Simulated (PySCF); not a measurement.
Computed IR spectrum (relative IR intensity) of a molecule C3HF4, multiplicity 2. Geometry: B3LYP-D3(BJ)/def2-SVP. The values are those of a single conformer. All values below come from PySCF with B3LYP-D3(BJ)/def2-SVP. Frequencies are harmonic and unscaled.

Lines under 2 % of the strongest are left out, and lines within 2 cm⁻¹ are merged.

ν (cm⁻¹): 697 (w), 785 (w), 887 (vw), 1137 (vs), 1193 (vs), 1197 (m), 1281 (s), 1364 (m), 1778 (s) (against the strongest line: vs over 80 %, s over 45 %, m over 15 %, w over 4 %, vw less)

Which structure fits?
A) F/C=[C]/C(F)(F)F
B) [CH]=C(F)C(F)(F)F
C) F/[C]=C/C(F)(F)F

C, F/[C]=C/C(F)(F)F
